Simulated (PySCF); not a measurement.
Si(H)2(Me)(NHMe) (C2H9NSi), SMILES CN[SiH2]C.

Geometry: B3LYP-D3(BJ)/def2-SVP. One conformer was computed; it need not be the lowest.

Two levels are set side by side: PBE/def2-TZVP (PySCF) and r2SCAN/def2-TZVP (PySCF). Same geometry, gas phase. Differences are taken from unrounded values.

```tsv
quantity	r2SCAN
orbital gap (eV)	6.10
highest occupied level (eV)	-5.52
lowest empty level (eV)	0.58
dipole moment (D)	0.90
mean polarisability (bohr³)	60.2
```

What does PBE give, and how far is it from r2SCAN? (The exact figures need the calculation; the answer reports its results.)


| quantity | PBE | PBE minus r2SCAN |
|---|---|---|
| orbital gap (eV) | 5.29 | -0.81 |
| highest occupied level (eV) | -5.25 | 0.27 |
| lowest empty level (eV) | 0.04 | -0.54 |
| dipole moment (D) | 0.90 | 0.00 |
| mean polarisability (bohr³) | 62.0 | 1.8 |

Rough cost on one machine, each run with all the roots and properties that it gave: r2SCAN against PBE about 3 times.
